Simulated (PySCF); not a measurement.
SnH(NCO)3, C3HN3O3Sn.
Geometry (PBE0-D3(BJ)/def2-SVP, Å), atoms numbered from 1 in this order:
```
atom  x, y, z in Å
Sn1    0.0261   -0.0045    1.1726
H2     0.1479   -0.0021    2.8491
N3     1.8277   -0.0231    0.3074
C4     2.5825   -0.0231   -0.6312
O5     3.3571   -0.0239   -1.5031
N6    -0.9475    1.6183    0.5221
C7    -1.2879    2.3282   -0.3922
O8    -1.6453    3.0535   -1.2320
N9    -0.9768   -1.6118    0.5284
C10   -1.3145   -2.3320   -0.3786
O11   -1.6714   -3.0651   -1.2117
```

The calculation used PySCF, PBE0-D3(BJ)/def2-SVP geometry optimisation, gas phase, def2 core potentials past Kr.

Task: Which atoms are bound to Sn1, and at what distances?

Result: 4 atoms: H2 1.681 Å, N3 1.999 Å, N9 2.001 Å, N6 2.001 Å. The nearest atom not counted as bound is C7, at 3.10 Å (others tie with it).

Task: List the angles at Sn1.

Result: 
```csv
angle,degrees,distance of the outer atoms (Å)
H2–Sn1–N3,111.5,3.05
H2–Sn1–N9,111.0,3.04
H2–Sn1–N6,111.0,3.04
N3–Sn1–N6,107.8,3.23
N3–Sn1–N9,107.8,3.23
N6–Sn1–N9,107.6,3.23
```

Task: What is the shape at Sn1?

Result: Tetrahedral: angles from 107.6° to 111.5°; τ4 = (360° − α − β)/141° = 0.98 with α and β the two widest (0 for a square, 1 for a tetrahedron).

Task: What are the other bond lengths?

Result: N3–C4, N6–C7, N9–C10 1.206 Å; C4–O5, C7–O8, C10–O11 1.166 Å. (A selection.)

Task: Give some angles away from the centre.

Result: Sn1–N3–C4 154.5°, N3–C4–O5 177.2°, Sn1–N6–C7 149.4°.

Task: What are the rotational constants (commonest isotopes, rigid rotor)?

Result: A = 713.4, B = 677.1, C = 522.3 MHz: an asymmetric top.

Point group: Cs (every atom within 0.08 Å of its image). Charge 0, singlet. Stationary, but not proved a minimum.

Hardware: Arm Neoverse V1, one thread, no GPU, shared host with 32 logical CPUs at a one-minute load of 24. Cost: 2.8 min of wall time, 0.62 GiB resident at most. That covers the optimisation of the geometry.

One conformer stands for the species.
